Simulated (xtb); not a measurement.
xtb input (GFN1-xTB):

```bash
xtb mol.xyz --gfn 1 --opt tight --chrg 0 --uhf 0
```
mol.xyz:
```
17

C      2.02749084    -0.72132916     1.64895284
Si     1.61214629     0.17631483     0.04266040
Si    -0.70755993     0.11045216    -0.33208584
N     -1.36413873     1.14074104     0.88893120
N     -0.96313463     0.40352869    -2.01046871
N     -1.52765235    -1.37964829    -0.05079709
H      3.09819709    -0.69896679     1.85785489
H      1.50388814    -0.25853073     2.48738746
H      1.71307200    -1.76531061     1.59366966
H      2.09382746     1.58556005     0.13830295
H      2.36147278    -0.44725655    -1.08249522
H     -0.92994162     2.02665371     1.09510831
H     -2.36109309     1.17811183     1.04495522
H     -0.34508172     1.00287278    -2.53314250
H     -1.89075982     0.39181282    -2.40807589
H     -1.44373031    -2.12993674    -0.71755170
H     -1.64452505    -1.72412289     0.88856789
```

End of the output:

```
   7 N   14 Si          3     1.7329139     1.7357871     1.7293918
  14 Si  14 Si          1     2.3417607     2.3417607     2.3417607

optimized geometry written to: xtbopt.xyz

           -------------------------------------------------
          | TOTAL ENERGY              -21.477704026900 Eh   |
          | GRADIENT NORM               0.000136494195 Eh/α |
          | HOMO-LUMO GAP               4.621565981083 eV   |
           -------------------------------------------------

------------------------------------------------------------------------
------------------------------------------------------------------------
 total:
 SCF:
 ANC optimizer:
```
